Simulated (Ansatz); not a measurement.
Process, species as SMILES: [BH] (BH) (closed-shell singlet) → B atom + H atom
B3LYP-D3(BJ)/def2-TZVP geometries, fixed; electronic energies without zero-point terms.
Largest species:
```
B
H 1 1.2331
```
Charge 0, spin multiplicity 1.

Basis-set convergence of the atomisation energy at MP2 with Ansatz (a first-principles code). Cartesian d functions, on some or all atoms, in 6-31G*, 6-31G**, 6-31+G*; all else is spherical. Cores are frozen. A restricted Hartree-Fock determinant is unstable towards unrestricted orbitals. Open shells are unrestricted. No added dispersion term, no relativity. Functions are those of the species that has most. Reference: Hartree-Fock in aug-cc-pV5Z plus the correlation part extrapolated as X^-3 from aug-cc-pVQZ and aug-cc-pV5Z, 82.10 kcal/mol, itself unsure by roughly 0.11 kcal/mol (a third of the extrapolation step and of the last Hartree-Fock step). Deviations are taken from unrounded values.

```json
[
 {"basis": "STO-3G", "functions": "6"},
 {"basis": "3-21G", "functions": "11"},
 {"basis": "6-31G", "functions": "11"},
 {"basis": "6-31G*", "functions": "17"},
 {"basis": "6-31G**", "functions": "20"},
 {"basis": "6-31+G*", "functions": "21"},
 {"basis": "6-311G**", "functions": "24"},
 {"basis": "6-311+G**", "functions": "28"},
 {"basis": "6-311++G(2d,2p)", "functions": "37"},
 {"basis": "6-311++G(3df,3pd)", "functions": "57"}
]
```

**Question.** Which is the smallest Pople set listed that can be trusted to 2 kcal/mol here, that is, within that of the reference together with its larger relatives (same family, alike in diffuse functions; a set with none to test it counts only in the reference's own line)?

**Answer.** Of the sets listed that have larger relatives (same family, alike in diffuse functions), none stays within 2 kcal/mol of the reference together with them. Inside, with no larger relative to test it: 6-311++G(3df,3pd). Value minus reference: STO-3G 10.50, 3-21G -15.77, 6-31G -15.46, 6-31G* -9.91, 6-31G** -5.09, 6-31+G* -9.63, 6-311G** -5.22, 6-311+G** -4.98, 6-311++G(2d,2p) -3.55, 6-311++G(3df,3pd) -1.57 kcal/mol.
